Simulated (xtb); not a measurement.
xtb input (GFN1-xTB):

```bash
xtb mol.xyz --gfn 1 --sp --chrg 0 --uhf 0
```
mol.xyz:
```
12

B     -0.00551567     0.00557876     0.01667771
F      0.39974645    -0.40582178    -1.20472090
O     -1.29701981    -0.11951926     0.39340679
C     -2.30006484    -0.68237970    -0.44361651
O      0.87219930     0.55059177     0.88739849
C      2.25138416     0.73195264     0.58991967
H     -2.70854797    -1.56763013     0.04530901
H     -1.90529527    -0.96005582    -1.42134197
H     -3.09786452     0.05002810    -0.57074251
H      2.47922401     1.79832669     0.61536791
H      2.51242458     0.33073055    -0.38976298
H      2.84056778     0.22708517     1.35600892
```

End of the output:

```
         :::::::::::::::::::::::::::::::::::::::::::::::::::::
         ::                     SUMMARY                     ::
         :::::::::::::::::::::::::::::::::::::::::::::::::::::
         :: total energy             -23.550474928258 Eh    ::
         :: gradient norm              0.021875898778 Eh/a0 ::
         :: HOMO-LUMO gap              8.667521472139 eV    ::
         ::.................................................::
         :: SCC energy               -23.718369755163 Eh    ::
         :: -> electrostatic           0.094145966137 Eh    ::
         :: repulsion energy           0.170807454349 Eh    ::
         :: dispersion energy         -0.002912627444 Eh    ::
         :: halogen bond corr.         0.000000000000 Eh    ::
         :: add. restraining           0.000000000000 Eh    ::
         :: total charge               0.000000000000 e     ::
         :::::::::::::::::::::::::::::::::::::::::::::::::::::

           -------------------------------------------------
          |                Property Printout                |
           -------------------------------------------------

    * Orbital Energies and Occupations

         #    Occupation            Energy/Eh            Energy/eV
      -------------------------------------------------------------
         1        2.0000           -0.8289004             -22.5555
       ...           ...                  ...                  ...
         6        2.0000           -0.6215813             -16.9141
         7        2.0000           -0.6068772             -16.5140
         8        2.0000           -0.6052853             -16.4707
         9        2.0000           -0.5918308             -16.1045
        10        2.0000           -0.5789352             -15.7536
        11        2.0000           -0.5643499             -15.3567
        12        2.0000           -0.5482502             -14.9186
        13        2.0000           -0.5351441             -14.5620
        14        2.0000           -0.5178462             -14.0913
        15        2.0000           -0.4929304             -13.4133
        16        2.0000           -0.4921133             -13.3911
        17        2.0000           -0.4873543             -13.2616
        18        2.0000           -0.4697318             -12.7821 (HOMO)
        19                         -0.1512063              -4.1145 (LUMO)
Note: The following floating-point exceptions are signalling: IEEE_DENORMAL
normal termination of xtb
        20                         -0.1413074              -3.8452
        21                         -0.1398057              -3.8043
        22                         -0.0758153              -2.0630
        23                         -0.0757185              -2.0604
        24                         -0.0707956              -1.9264
        25                         -0.0696608              -1.8956
        26                          0.0294562               0.8015
        27                          0.0922344               2.5098
        28                          0.1051266               2.8606
        29                          0.2590208               7.0483
       ...                                ...                  ...
        36                          0.5985514              16.2874
      -------------------------------------------------------------
                  HL-Gap            0.3185256 Eh            8.6675 eV
             Fermi-level           -0.3104690 Eh           -8.4483 eV

  Mulliken/CM5 charges         n(s)   n(p)   n(d)
     1B     0.72762  0.59076   0.718  1.555  0.000
     2F    -0.34820 -0.30105   1.809  5.539  0.000
     3O    -0.45579 -0.48011   1.653  4.803  0.000
     4C     0.17319  0.05934   0.969  2.858  0.000
     5O    -0.45579 -0.48012   1.653  4.803  0.000
     6C     0.17320  0.05935   0.969  2.858  0.000
     7H     0.02984  0.08974   0.970  0.000  0.000
     8H     0.03299  0.09619   0.967  0.000  0.000
     9H     0.03006  0.09000   0.970  0.000  0.000
    10H     0.02978  0.08966   0.970  0.000  0.000
    11H     0.03298  0.09617   0.967  0.000  0.000
    12H     0.03013  0.09008   0.970  0.000  0.000

Wiberg/Mayer (AO) data.
largest (>0.10) Wiberg bond orders for each atom

 ---------------------------------------------------------------------------
     #   Z sym  total        # sym  WBO       # sym  WBO       # sym  WBO
 ---------------------------------------------------------------------------
     1   5 B    3.219 --     3 O    1.127     5 O    1.127     2 F    0.920
     2   9 F    1.042 --     1 B    0.920
     3   8 O    2.189 --     1 B    1.127     4 C    0.929
     4   6 C    3.903 --     9 H    0.985     7 H    0.985     8 H    0.984
                             3 O    0.929
     5   8 O    2.189 --     1 B    1.127     6 C    0.929
     6   6 C    3.903 --    12 H    0.985    10 H    0.985    11 H    0.984
                             5 O    0.929
     7   1 H    1.014 --     4 C    0.985
     8   1 H    1.009 --     4 C    0.984
     9   1 H    1.014 --     4 C    0.985
    10   1 H    1.014 --     6 C    0.985
    11   1 H    1.009 --     6 C    0.984
    12   1 H    1.014 --     6 C    0.985
 ---------------------------------------------------------------------------

Topologies differ in total number of bonds
Writing topology from bond orders to xtbtopo.mol

 dipole moment from electron density (au)
     X       Y       Z
   0.1522  -0.1544  -0.4592  total (Debye):    1.291

           -------------------------------------------------
          | TOTAL ENERGY              -23.550474928258 Eh   |
          | GRADIENT NORM               0.021875898778 Eh/α |
          | HOMO-LUMO GAP               8.667521472139 eV   |
           -------------------------------------------------

------------------------------------------------------------------------
------------------------------------------------------------------------
 total:
 SCF:
```
